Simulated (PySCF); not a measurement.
# How methods differ on the excitation energy of V⁺

V⁺ [Ar] 3d4 (5D) → V⁺ [Ar] 3d3 4p1 (high-spin determinant), as a difference of total energies. All numbers are calculated (PySCF 2.14, scalar relativity by spin-free X2C-1e, in aug-cc-pwCVTZ-DK (10s9p7d4f3g, 127 functions)). Correlated levels: valence: [Ar] frozen; valence and next inner shell: [Ne] frozen; nothing frozen. The calculations carry no spin-orbit coupling.

```json
{"method": "UHF", "excitation energy (eV)": "3.456"}
{"method": "LDA", "excitation energy (eV)": "4.873"}
{"method": "PBE", "excitation energy (eV)": "4.554"}
{"method": "PBE0", "excitation energy (eV)": "4.431"}
{"method": "r2SCAN", "excitation energy (eV)": "4.259"}
{"method": "B97-3", "excitation energy (eV)": "4.317"}
{"method": "BP86", "excitation energy (eV)": "4.506"}
{"method": "M06-2X", "excitation energy (eV)": "4.363"}
{"method": "MP2 (valence)", "excitation energy (eV)": "4.045"}
{"method": "SCS-MP2 (valence)", "excitation energy (eV)": "3.652"}
{"method": "MP2 (valence and next inner shell)", "excitation energy (eV)": "4.649"}
{"method": "SCS-MP2 (valence and next inner shell)", "excitation energy (eV)": "4.206"}
{"method": "MP2 (all electrons)", "excitation energy (eV)": "4.667"}
{"method": "SCS-MP2 (all electrons)", "excitation energy (eV)": "4.217"}
```

Question: How much does correlation contribute at MP2 (all electrons)?

Answer: 4.667 − (3.456) = 1.211 eV, measured against UHF.

A first-order spin-orbit estimate (lowest level to lowest level, LS coupling) adds -0.031 eV.

The determinant of the upper state mixes LS terms, which raises its energy above the lowest term, most at the Hartree-Fock and MP2 levels.
